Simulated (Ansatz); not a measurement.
```xyz
10

N    -1.218   -1.979    1.549
C    -0.600   -1.125    0.731
C    -0.025   -0.387   -0.042
Sn    0.958    0.843   -1.371
O     0.783    2.686   -0.700
H    -2.225   -1.933    1.571
H    -0.799   -2.118    2.455
H     2.624    0.496   -1.411
H     0.217    0.811   -2.902
H     0.283    2.706    0.120
```

Charge 0, multiplicity 1. Sn: def2 effective core potential.

List the PBE0/def2-TZVPP orbital energies in eV (Ansatz). (Best estimate.)

Computed: Occupied: -521.80, -392.58, -279.19, -277.79, -140.04, -94.69, -94.66, -94.64, -28.95, -28.52, -28.45, -28.35, -28.34, -26.43, -26.12, -20.50, -16.21, -15.34, -14.74, -12.41, -10.72, -10.04, -9.74, -9.14, -8.12, -7.81, -6.73. Lowest empty: -0.19, 0.36, 0.46, 0.74, 1.24, 2.15, 2.30, 2.41.
